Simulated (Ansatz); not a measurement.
A structure relaxed at PBE0-D4/def2-TZVP, charge 0, multiplicity 1:

Cartesian coordinates in Å:
```
C 0.158 -0.860 0.379
C 0.493 0.589 0.074
Si -0.618 1.749 -0.926
Br -2.359 0.402 -1.446
H 0.031 -1.438 -0.538
H 0.943 -1.337 0.971
H -0.778 -0.940 0.936
H 0.668 1.163 1.000
H 1.460 0.673 -0.451
```

**Question.** Give its formula and SMILES.

**Answer.** C2H5BrSi, `CC[Si]Br`.

**Question.** Point group (tolerance 0.08 Å, 0.16 Å for H)?

**Answer.** Cs.

**Question.** Summarise the bond lengths by kind.

**Answer.** 1 × C–C 1.518 Å; 5 × C–H 1.092 to 1.104 Å; 1 × C–Si 1.893 Å; 1 × Br–Si 2.262 Å.

Program: Ansatz 0.2.0.
